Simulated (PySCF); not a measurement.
C6H10O.
Z-matrix (Å and degrees, GFN2-xTB geometry), rows numbered from 1:
```
C 
O   1  1.4040
C   2  1.4143  1  113.39
C   3  1.5062  2  112.93  1    67.65
C   4  1.3101  3  123.03  2  -114.44
C   5  1.4638  4  149.67  3  -179.57
C   5  1.4650  4  147.91  3    -2.88
H   1  1.0881  2  106.49  3   177.00
H   1  1.0961  2  111.65  3   -63.50
H   1  1.0976  2  111.04  3    57.86
H   3  1.1007  2  110.01  1   -55.18
H   3  1.0939  2  104.79  1  -172.53
H   4  1.0822  3  115.84  2    62.81
H   6  1.0811  5  118.76  7   107.66
H   6  1.0808  5  118.58  7  -107.68
H   7  1.0809  5  118.75  6   107.57
H   7  1.0813  5  118.81  6  -107.46
```

Theory: CAM-B3LYP/def2-SVPD in PySCF (dipole) on a GFN2-xTB geometry, gas phase.

Take the most abundant isotopes and a rigid rotor. The values belong to one conformer with, in the numbering `[CH3:1][O:2][CH2:3][CH:4]=[C:5]1[CH2:6][CH2:7]1`, C1–O2–C3–C4 68°, O2–C3–C4–C5 -114°.

Q: What are A, B and C (cm⁻¹)?

A: Ia = 85.84, Ib = 359.41, Ic = 387.71 u·Å²; 505379 MHz·u·Å²/I gives 5887, 1406 and 1303 MHz, that is A = 0.19638, B = 0.04690, C = 0.04348 cm⁻¹.

Q: Classify the top.

A: A near-prolate asymmetric top. Ray's parameter κ = (2B − A − C)/(A − C) = -0.955; −1 is the prolate and +1 the oblate limit.

Q: Is it planar, by Δ = Ic − Ia − Ib?

A: Not planar: Δ = Ic − Ia − Ib = -57.54 u·Å². For a rigid frame Δ = −2 Σ m c², so Σ m c² = 28.77 u·Å² lies off the ab plane: 12.00 from hydrogen and 16.77 from heavier atoms. The atom farthest from that plane is 1.70 Å away.

Q: Give the other two planar moments, Paa and Pbb, and the rms extents of the mass along the axes.

A: Paa = Σ m a² = (Ib + Ic − Ia)/2 = 330.64 and Pbb = Σ m b² = (Ia + Ic − Ib)/2 = 57.07 u·Å². With the mass M = 98.07 u, the rms extents √(P/M) along a, b and c are 1.84, 0.76, 0.54 Å.

Q: Give the coordinates in the principal-axis frame, origin at the centre of mass.

A: The sense of each axis is arbitrary; atoms in the order of the calculation.
```tsv
atom	mass (u)	a (Å)	b (Å)	c (Å)
C1	12.000	2.024	-1.181	0.268
O2	15.995	2.210	0.192	0.043
C3	12.000	1.088	0.821	-0.546
C4	12.000	-0.104	0.877	0.374
C5	12.000	-1.219	0.232	0.137
C6	12.000	-2.585	-0.116	0.532
C7	12.000	-1.987	-0.630	-0.764
H8	1.008	2.963	-1.558	0.668
H9	1.008	1.218	-1.367	0.988
H10	1.008	1.786	-1.705	-0.666
H11	1.008	0.812	0.304	-1.478
H12	1.008	1.427	1.834	-0.782
H13	1.008	0.028	1.452	1.281
H14	1.008	-2.730	-0.813	1.345
H15	1.008	-3.349	0.647	0.478
H16	1.008	-2.348	-0.218	-1.696
H17	1.008	-1.728	-1.678	-0.829
```

Q: List the rotational levels J(Ka,Kc) to J = 3 (MHz).

A: Above 0(0,0):
J = 1: 1(0,1) 2710, 1(1,1) 7191, 1(1,0) 7294
J = 2: 2(0,2) 8127, 2(1,2) 12508, 2(1,1) 12815, 2(2,1) 26259, 2(2,0) 26261
J = 3: 3(0,3) 16249, 3(1,3) 20481, 3(1,2) 21097, 3(2,2) 34388, 3(2,1) 34397, 3(3,1) 57052, 3(3,0) 57052

Q: Which lines would a microwave search look for?

A: The dipole components are |μa| = 1.71 D, |μb| = 0.82 D, |μc| = 0.31 D. Intensities carry the squares of the components, which stand as 1.00 : 0.23 : 0.03 (a : b : c). Some lines, for components of 0.1 D or more:

```csv
type,branch,"J(Ka,Kc)",MHz,lower level (cm⁻¹)
a,R,"1(0,1) ← 0(0,0)",2710,0.000
b,R,"3(0,3) ← 2(1,2)",3742,0.417
c,Q,"2(1,2) ← 2(0,2)",4380,0.271
c,Q,"1(1,1) ← 1(0,1)",4481,0.090
b,Q,"1(1,0) ← 1(0,1)",4584,0.090
a,R,"2(1,2) ← 1(1,1)",5317,0.240
b,R,"1(1,1) ← 0(0,0)",7191,0.000
c,R,"1(1,0) ← 0(0,0)",7294,0.000
a,R,"3(1,3) ← 2(1,2)",7974,0.417
a,R,"3(1,2) ← 2(1,1)",8282,0.427
b,R,"2(1,2) ← 1(0,1)",9798,0.090
c,R,"2(1,1) ← 1(0,1)",10106,0.090
b,Q,"3(2,1) ← 3(1,2)",13300,0.704
b,Q,"2(2,1) ← 2(1,2)",13752,0.417
b,Q,"3(2,2) ← 3(1,3)",13907,0.683
c,R,"2(2,0) ← 1(1,0)",18968,0.243
b,R,"2(2,0) ← 1(1,1)",19070,0.240
b,R,"3(3,1) ← 2(2,0)",30791,0.876
c,R,"3(3,0) ← 2(2,0)",30791,0.876
```

Q: Estimate the classical rotational partition function at 50 K, 200 K and 500 K.

A: Point group C1, symmetry number σ = 1; q = (√π/σ)·√((kT/h)³/(ABC)), k/h = 20836.6 MHz/K: 18100 at 50 K, 145000 at 200 K, 574000 at 500 K.

No frequency check. These are rigid-rotor constants of the computed structure; measured ground-state constants (B0) also hold zero-point vibration. A rigid rotor knows nothing of internal rotation, which can split or shift real lines.

Hardware: one thread, Arm Neoverse V1, no GPU (shared host). Cost: 46 s. This is the CAM-B3LYP/def2-SVPD job that gave the dipole, with the excitations it also computed.
